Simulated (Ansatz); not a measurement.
AsBCl3H3, SMILES `Cl[B-](Cl)(Cl)[AsH3+]`. Charge 0, multiplicity 1.

Cartesian coordinates in Å:
```
Cl 1.664 1.502 -0.794
B -0.068 1.062 -0.475
Cl -0.875 2.058 0.809
Cl -1.067 0.803 -1.968
As 0.057 -0.895 0.401
H 0.839 -1.014 1.679
H 0.691 -1.970 -0.437
H -1.242 -1.546 0.786
```

Task: What are the harmonic wavenumbers in cm⁻¹ at PBE0-D4/def2-TZVP (Ansatz, finite differences of forces, unscaled)? (An estimate is asked.)

Result: The calculation gave: 104, 104, 143, 171, 229, 229, 382, 433, 433, 555, 798, 798, 894, 992, 992, 2296, 2326, 2326.

Task: Is this a minimum?

Result: Yes, all 18 modes are real.

Task: Give the ideal-gas thermochemistry at 298.15 K and 1 bar (rigid rotor, harmonic oscillator; point group C3v, symmetry number 3).

Result: Zero-point energy 85.0 kJ/mol; H(298) − E = 108.3 kJ/mol; entropy 372.1 J/(mol·K), of which translation 174.6, rotation 114.9, vibration 82.6; G(298) − E = -2.6 kJ/mol.

Task: And at 400, 500, 600, 800 and 1000 K?

Result: 
```tsv
T (K)	H − E (kJ/mol)	S (J/mol/K)	G − E (kJ/mol)
400	120.6	407.6	-42.4
500	133.9	437.2	-84.7
600	148.0	462.8	-129.7
800	178.0	505.9	-226.7
1000	209.7	541.2	-331.6
```

Task: Rotational constants (cm⁻¹)?

Result: 0.05018, 0.03519, 0.03519.
